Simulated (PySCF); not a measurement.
A side-by-side comparison of computed properties.

First species: Trisilylarsane, AsH9Si3.
Structure used (PBE0-D3(BJ)/def2-SVP), in Å, numbered top down from 1:
```
atom  x, y, z in Å
Si1   -0.4938    1.9321   -0.0532
As2   -0.0064   -0.0396   -1.2642
Si3    1.9206   -0.5294    0.0171
Si4   -1.4317   -1.4104    0.0495
H5     0.5003    2.9786   -0.4407
H6    -0.4401    1.7348    1.4286
H7    -1.8650    2.3847   -0.4362
H8     2.9924    0.4447   -0.3517
H9     2.3675   -1.9127   -0.3267
H10    1.6764   -0.4478    1.4908
H11   -0.6271   -2.3359    0.9056
H12   -2.2931   -2.2225   -0.8603
H13   -2.3087   -0.5756    0.9274
```

Second species: C2H11NSi2.
InChI=1S/C2H11NSi2/c1-2-5-3-4/h3H,2,5H2,1,4H3

Levels: CAM-B3LYP/def2-SVPD for dipole moment, HOMO energy, LUMO energy, HOMO–LUMO gap, static isotropic polarisability and electronic spatial extent ⟨r²⟩ about the centre of nuclear charge; TDDFT CAM-B3LYP/def2-SVPD for lowest singlet excitation; TDA CAM-B3LYP/def2-SVPD for lowest triplet excitation (Tamm–Dancoff); ΔSCF CAM-B3LYP/def2-SVPD for vertical ionisation energy; PBE0-D3(BJ)/def2-SVP for rotational constant A and rotational constant C. Geometries: PBE0-D3(BJ)/def2-SVP. Each structure is a single optimised conformer of the isolated species, non-relativistic unless stated; the electronic structure was computed with PySCF and density fitting.

The conformers computed, where there is a choice (atom-mapped SMILES and torsion angles):
- `[CH3:1][CH2:2][SiH2:3][NH:4][SiH3:5]`: C1–C2–Si3–N4 179°, C2–Si3–N4–Si5 120°

Question: Which of the two has the higher static isotropic polarisability, and by how much?

Answer: The first: 122.1 au against 87.3 au, a difference of 34.8 au.

Question: Which of the two has the higher dipole moment, and by how much?

Answer: The second: 1.27 D against 0.39 D, a difference of 0.88 D.

Question: Which of the two has the higher ⟨r²⟩, and by how much?

Answer: The second: 1172 bohr² against 1125 bohr², a difference of 47 bohr².

Question: Which has the higher vertical ionisation energy?

Answer: The second: 9.27 eV against 9.08 eV, a difference of 0.19 eV.

Question: Which has the higher rotational constant C?

Answer: The first: 1.262 GHz against 1.065 GHz, a difference of 0.197 GHz.

Question: Which has the higher S1 energy?

Answer: The second: 6.19 eV against 5.86 eV, a difference of 0.33 eV.

Question: Which has the higher LUMO energy?

Answer: The second: 0.91 eV against 0.52 eV, a difference of 0.39 eV.

Question: Which has the higher T1 energy?

Answer: The second: 5.87 eV against 5.22 eV, a difference of 0.65 eV.

On the first: The ΔSCF ionisation energy exceeds −ε(HOMO) by 0.62 eV with CAM-B3LYP. The vertical singlet–triplet gap S1 − T1 is 0.64 eV (TDDFT singlet less Tamm–Dancoff triplet; S1: HOMO→LUMO, weight 0.89; T1: HOMO→LUMO, weight 0.89). Relativistic effects, spin–orbit coupling among them, are left out although an element past zinc is present.

On the second: The ΔSCF ionisation energy exceeds −ε(HOMO) by 0.66 eV with CAM-B3LYP. The dipole matches unit charges of opposite sign 0.26 Å apart (1 e·Å = 4.8032 D).
